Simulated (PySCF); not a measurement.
# Reading the logs of faulty runs: BCGeH4N

These are calculations, not measurements. They come from PySCF 2.14.0, an open-source quantum chemistry program, on an isolated molecule that a program drew, which may never have been made. The molecule is BCGeH4N (charge 0, singlet), drawn as the SMILES string `N=B[CH2][GeH]`.

Each row is a Hartree-Fock (HF) and frozen-core CCSD(T) single point in the cc-pVDZ basis, meant for a local HF minimum. Run 1 is clean. Each other run has one planted mistake out of seven kinds, and not every kind appears here: one electron removed, one electron added, multiplicity raised by two, geometry at a saddle point, minimal basis STO-3G, one bond length entered in bohr, all coordinates scaled. The reference is restricted for singlets and unrestricted otherwise, and also for a bond in bohr. Adding or removing an electron swaps singlet and doublet. Electrons count all cores. HOMO and LUMO are orbital energies over both spins, the gradient is its largest component, and the lowest frequency (negative if imaginary) is given only where the gradient is small. Bond lengths are over the 7 bonds as drawn. T1 is the CCSD diagnostic: over 0.02 (restricted) or 0.045 (unrestricted) a single reference is doubtful. Germanium has the cc-pVDZ-PP basis, with a core potential (ECP10MDF) in place of its 10 inner electrons, and its 3s, 3p and 3d shells are frozen in CCSD(T).

Geometry of the clean run:
```xyz
8
BCGeH4N, angstrom
N    -1.6271    1.9100   -1.9775
B    -0.5488    1.3522   -1.7711
C     0.8116    0.6571   -1.5615
Ge    1.9634    0.4877   -3.2226
H    -2.4917    2.3558   -2.1236
H     1.4112    1.2010   -0.8214
H     0.6739   -0.3498   -1.1514
H     3.1127   -0.3035   -2.4616
```

| run | electrons | basis functions | <S^2> | HOMO (eV) | LUMO (eV) | gradient (hartree/bohr) | lowest frequency (cm^-1) | mean bond (Å) | longest bond (Å) | T1 | HF (hartree) | CCSD(T) (hartree) | mistake |
|---|---|---|---|---|---|---|---|---|---|---|---|---|---|
| 1 | 54 | 85 | 0.000 | -8.92 | 0.37 | 3.8e-05 | 39 | 1.3668 | 2.028 | 0.0150 | -412.69742 | -413.21318 | no fault |
| 2 | 54 | 85 | 1.155 | -8.90 | 0.62 | 3.2e-02 | - | 1.5628 | 2.914 | 0.0595 | -412.55386 | -413.04800 | one bond length entered in bohr |
| 3 | 53 | 85 | 0.773 | -14.99 | -7.11 | 4.5e-02 | - | 1.3668 | 2.028 | 0.0222 | -412.40351 | -412.89578 | one electron removed |
| 4 | 55 | 85 | 0.764 | -1.04 | 7.74 | 2.7e-02 | - | 1.3668 | 2.028 | 0.0146 | -412.70882 | -413.22975 | ? |

**Which mistake was planted in run 4, and what did it cost?**

It counts 55 electrons, one more than the clean run, at the same geometry and basis. So the mistake is: one electron added. Subtracting run 1 and multiplying by 627.51 kcal/mol a hartree, the energy moved by -7.2 kcal/mol in HF and -10.4 kcal/mol in CCSD(T).

Cautions from the logs. Run 2: T1 is over the limit, so its CCSD(T) energy is less reliable.
